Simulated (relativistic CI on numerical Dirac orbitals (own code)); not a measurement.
A reference radial Dirac CI calculation of Ru I gave the lowest total energy -4524.59188 Ha in 25 SCF steps, from this input:

```
atom Ru  Z=44  charge=0  electrons=44
nucleus A=102  rms_radius_fm=4.4809
hamiltonian dirac-coulomb  breit=on  qed=on  c_scale=1
orbitals kli  potential=per-configuration
slater_scale 1
correlation none
mixing on
grid step=0.0125 r_max=201.2
scf mixing=0.4 start=green max_iterations=150 tolerance=2e-08 node_fill=0.05
configurations
  [Kr] 4d7 5s
  [Kr] 4d8
end
```

One setting was then changed (and the iteration limit cut to 56), and the output read:

```
SCF 1: [Kr] 4d7 5s
 iter      energy (Ha)   residual   last orbital (Ha)
    1     -4521.140384   9.04e-01     -0.29318
    2     -4523.442508   3.15e-01     -0.23056
    3     -4523.702694   1.93e-01     -0.26972
    4     -4523.773978   9.36e-02     -0.26085
    5     -4523.786418   1.90e-02     -0.24371
    6     -4523.786566   4.15e-03     -0.23150
    7     -4523.786522   1.63e-03     -0.22858
    8     -4523.786544   8.79e-04     -0.22730
    9     -4523.786532   9.59e-05     -0.22638
   10     -4523.786534   1.19e-04     -0.22639
   11     -4523.786532   4.58e-07     -0.22624
   12     -4523.786532   1.93e-07     -0.22624
   13     -4523.786532   1.33e-08     -0.22624
SCF 2: [Kr] 4d8
 iter      energy (Ha)   residual   last orbital (Ha)
    1     -4520.722932   9.36e-01     -0.44385
    2     -4523.384049   3.07e-01     -0.18368
    3     -4523.693146   1.86e-01     -0.27021
    4     -4523.760046   4.14e-02     -0.26019
    5     -4523.763496   8.21e-03     -0.26091
    6     -4523.762854   2.48e-03     -0.25530
    7     -4523.763125   2.39e-04     -0.25697
    8     -4523.763124   2.02e-04     -0.25695
    9     -4523.763109   4.52e-06     -0.25682
   10     -4523.763109   2.86e-06     -0.25682
   11     -4523.763109   4.42e-08     -0.25683
   12     -4523.763109   4.19e-09     -0.25683
orbital energies (Ha): 3d3/2 -10.2682  3d5/2 -10.1095  4s -2.8616  4p1/2 -1.8593  4p3/2 -1.7385  4d3/2 -0.2777  4d5/2 -0.2662  5s -0.2262
configuration averages (Ha): Dirac-Coulomb, Breit, QED
  4d7 5s                       -4523.786532    2.832285    1.830276
  4d8                          -4523.763109    2.831864    1.830001
levels: no., configuration, term, J, E (cm-1), weight
   1 4d7 5s                 5F   5                0.0  0.99
   2 4d7 5s                 5F   4             1133.1  0.99
   3 4d7 5s                 5F   3             1992.5  0.99
   4 4d7 5s                 5F   2             2603.0  0.99
   5 4d7 5s                 5F   1             2994.4  0.99
   6 4d7 5s                 3F   4            11300.9  0.96
   7 4d7 5s                 5P   3            12263.2  0.97
   8 4d7 5s                 5P   2            12281.5  0.82
   9 4d7 5s                 3F   3            12796.0  0.95
  10 4d7 5s                 5P   1            13011.0  0.90
  11 4d7 5s                 3F   2            13699.4  0.95
  12 4d7 5s                 3G   5            15343.1  0.94
  13 4d7 5s                 3G   4            15964.8  0.79
  14 4d7 5s                 3P   2            16027.8  0.58
lowest total energy -4519.216450 Ha
end: converged
```

Question: Which setting was changed?
A. start potential
B. nuclear radius
C. charge
D. configuration list

Answer: B. The nuclear radius 44.809 fm. This setting is bad on purpose; its numbers may not be properties of the ion.
